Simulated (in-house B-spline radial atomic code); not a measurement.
Checks on a self-consistent run for Yb3+, [Xe] (4f5/2)5 (4f7/2)8. Level of theory: Dirac-Hartree-Fock, average of the jj configuration, Fermi nucleus of rms radius 5.3108 fm; calculated with a B-spline radial code for spherical atoms.

| orbital | q | ε (Eh) | <1/r> | <r²> | small-component weight |
| --- | --- | --- | --- | --- | --- |
| 1s1/2 | 2 | -2268.88577 | 80.6115 | 0.000529866 | 0.068978 |
| 2s1/2 | 2 | -390.16474 | 19.4805 | 0.00814223 | 0.015505 |
| 2p1/2 | 2 | -371.32617 | 19.408 | 0.00587449 | 0.015519 |
| 2p3/2 | 4 | -332.76134 | 16.6796 | 0.00708171 | 0.014179 |
| 3s1/2 | 2 | -91.01055 | 7.15521 | 0.0533179 | 0.0050571 |
| 3p1/2 | 2 | -82.71320 | 7.05781 | 0.0493389 | 0.0049845 |
| 3p3/2 | 4 | -74.40130 | 6.36133 | 0.0560062 | 0.0046101 |
| 3d3/2 | 4 | -60.47214 | 6.2323 | 0.0439868 | 0.0044682 |
| 3d5/2 | 6 | -58.69937 | 6.062 | 0.0458727 | 0.004359 |
| 4s1/2 | 2 | -19.96438 | 2.96792 | 0.268978 | 0.0016021 |
| 4p1/2 | 2 | -16.54056 | 2.85521 | 0.280804 | 0.0015153 |
| 4p3/2 | 4 | -14.66834 | 2.62715 | 0.316075 | 0.0013876 |
| 4d3/2 | 4 | -9.00059 | 2.39855 | 0.356086 | 0.0011941 |
| 4d5/2 | 6 | -8.71807 | 2.34069 | 0.370585 | 0.001157 |
| 4f5/2 | 5 | -1.79413 | 1.82546 | 0.640304 | 0.00075209 |
| 4f7/2 | 8 | -1.75803 | 1.80066 | 0.660174 | 0.00073605 |
| 5s1/2 | 2 | -3.58646 | 1.09557 | 1.6408 | 0.00031176 |
| 5p1/2 | 2 | -2.52676 | 0.978952 | 2.02454 | 0.00025491 |
| 5p3/2 | 4 | -2.27572 | 0.902679 | 2.31798 | 0.00022317 |

Electron-electron repulsion V_ee = 5170.9350 hartree.

Problem. What total energy follows from the eigenvalues?

Solution. The eigenvalues count the repulsion twice, so E = Σqε - V_ee = -8895.294 - 5170.935 = -14066.230 hartree; the run printed -14066.230.

Problem. Does the Dirac virial theorem hold?

Solution. For a point nucleus E = -2c²Σq·w, with w the small-component weight. Here Σq·w = 0.37445 and c = 137.0360, so the ratio E/(-2c²Σq·w) is 1.000203; the finite nucleus accounts for the departure from 1.

Problem. What diamagnetic shielding (Lamb formula) and susceptibility (Langevin formula) do the radii give?

Solution. σ = (α²/3)Σq<1/r> = 497.977/(3·137.036²) = 8839.3 ppm, and χ = -0.79199×10⁻⁶·Σq<r²> = -25.37×10⁻⁶ cm³/mol with Σq<r²> = 32.035 bohr². Both are non-relativistic formulas without the paramagnetism of open shells; for so heavy an element the full relativistic shielding is larger by tens of per cent.
